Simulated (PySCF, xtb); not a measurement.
CH5FO2Si2, SMILES O=C(O)[Si@@H](F)[SiH3]. One conformer was computed; it need not be the lowest.

Harmonic wavenumbers (cm⁻¹) from xtb with GFN2-xTB at its own minimum, in rising order: 7, 13, 69, 140, 147, 244, 396, 443, 467, 473, 496, 620, 665, 697, 708, 776, 787, 795, 804, 1120, 1215, 1748, 2227, 2245, 2254, 2285, 3367.

Q: What does PBE0-D3(BJ)/def2-SVP in PySCF give at its own minimum? (Estimate from the structure and the level; the computed values follow.)

A: 35, 80, 97, 145, 170, 297, 383, 431, 468, 520, 570, 702, 729, 777, 811, 863, 903, 926, 934, 1195, 1365, 1836, 2230, 2243, 2248, 2255, 3732. Paired by order, the mean absolute difference is 69 cm⁻¹ and the zero-point energies are 36.0 and 38.5 kcal/mol.
